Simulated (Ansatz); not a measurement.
A structure relaxed at PBE-D4/def2-SVP in Ansatz, charge 0, singlet:

Cartesian coordinates in Å:
```
Si 2.405 3.959 -0.035
Si 0.954 2.869 1.485
Si -2.728 2.707 -0.948
Si -4.196 1.652 0.584
Si 0.542 2.360 -2.980
Si 2.655 2.681 -1.997
Si -0.910 1.304 -1.443
Si 0.208 0.840 0.569
Si -3.358 -0.470 1.161
Si -1.232 -0.204 2.127
Si 3.517 0.567 -1.431
Si 2.085 -0.499 0.117
Si 3.210 -0.865 2.146
Si -0.335 -2.289 2.737
Si 1.785 -1.944 3.701
Si -1.681 -0.733 -2.321
Si -3.123 -1.794 -0.771
Si 0.199 -2.075 -2.777
Si 1.317 -2.538 -0.758
Si -2.263 -3.898 -0.159
Si -0.130 -3.595 0.790
H 1.847 5.315 -0.389
H 3.756 4.162 0.605
H -0.236 3.745 1.787
H 1.673 2.595 2.783
H -2.210 3.996 -0.360
H -3.465 3.041 -2.221
H -4.328 2.497 1.826
H -5.564 1.514 -0.037
H -0.049 3.688 -3.386
H 0.676 1.512 -4.221
H 3.581 3.385 -2.961
H -4.278 -1.167 2.137
H -1.333 0.685 3.346
H 4.888 0.712 -0.818
H 3.650 -0.283 -2.672
H 3.668 0.461 2.702
H 4.435 -1.711 1.897
H -1.263 -2.980 3.709
H 1.644 -1.093 4.939
H 2.386 -3.267 4.108
H -2.443 -0.470 -3.599
H -4.478 -1.961 -1.420
H 1.130 -1.331 -3.704
H -0.220 -3.356 -3.455
H 2.497 -3.444 -1.023
H -3.181 -4.551 0.846
H -2.167 -4.791 -1.372
H 0.464 -4.936 1.158
```

Task: Give its formula and point group.

Result: Si21H28, a nanocrystal cut from hexagonal silicon. Point group Cs (tolerance 0.1 Å).

Task: Summarise the bond lengths by kind (pairs closer than 1.2 times the sum of covalent radii, bridged metal pairs left out).

Result: 28 × Si–Si 2.35 to 2.37 Å; 28 × H–Si 1.51 Å.

Single mean-field runs in def2-SVP are fitted with def2-universal-jkfit.
